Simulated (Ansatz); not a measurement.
Reaction: BNH2Br (SMILES N[B]Br, doublet) → BNH2Br (SMILES BrB[NH], doublet)
Each species at its own B3LYP-D3(BJ)/def2-TZVP minimum (Ansatz, a first-principles code), one conformer.

Total energies in hartree (Ansatz). Open shells are spin-unrestricted; no spin-orbit coupling. Cores are frozen in correlated methods (noble-gas shells, and filled d and f shells in the p block). No relativity. Spin-orbit terms, left out, reach several kcal/mol for Br and I, and more for heavier atoms.

```csv
species,HF/cc-pVTZ,CCSD(T)/cc-pVTZ,HF/cc-pVQZ,CCSD(T)/cc-pVQZ,CCSD(T)/cc-pVDZ,CCSDT(Q)/cc-pVDZ
"1: BNH2Br (SMILES N[B]Br, doublet)",-2652.81794,-2653.31078,-2652.82669,-2653.35636,-2653.10014,-2653.10179
"2: BNH2Br (SMILES [NH]BBr, doublet)",-2652.80477,-2653.28863,-2652.81353,-2653.33343,-2653.08002,-2653.08199
```

### Question
Work out the isomerisation energy (electronic) in kcal/mol: take Hartree-Fock from cc-pVQZ, extrapolate the CCSD(T) correlation energy as X^-3 (X = 3, 4), and add CCSDT(Q) - CCSD(T) in cc-pVDZ. 1 hartree = 627.51 kcal/mol.

### Answer

Species 1: correlation (64·(-0.52967) - 27·(-0.49284))/37 = -0.55655; step -0.00165; E1 = -2652.82669 + (-0.55655) + (-0.00165) = -2653.38489
Species 2: correlation (64·(-0.51990) - 27·(-0.48386))/37 = -0.54620; step -0.00197; E2 = -2652.81353 + (-0.54620) + (-0.00197) = -2653.36170
-1·E1 +1·E2 = 0.02319 hartree = 14.6 kcal/mol.
